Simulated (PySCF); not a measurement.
Se(F)(SiH3) (FH3SeSi), SMILES F[Se][SiH3].

Coordinates come from a PBE-D3(BJ)/def2-TZVP optimisation.

Computed with B3LYP/def2-TZVPD run with PySCF.

Symmetry labels are those of the subgroup Cs that the program uses (full group Cs).

Computed valence orbital energies around the gap with their symmetry:
| orbital | symmetry | energy (eV) |
|---|---|---|
| HOMO−7 | A' | -15.10 |
| HOMO−6 | A' | -12.57 |
| HOMO−5 | A' | -11.93 |
| HOMO−4 | A" | -11.79 |
| HOMO−3 | A' | -10.31 |
| HOMO−2 | A" | -10.27 |
| HOMO−1 | A' | -8.79 |
| HOMO | A" | -6.96 |
| LUMO | A' | -2.72 |
| LUMO+1 | A' | -0.83 |
| LUMO+2 | A' | -0.13 |
| LUMO+3 | A" | 0.50 |
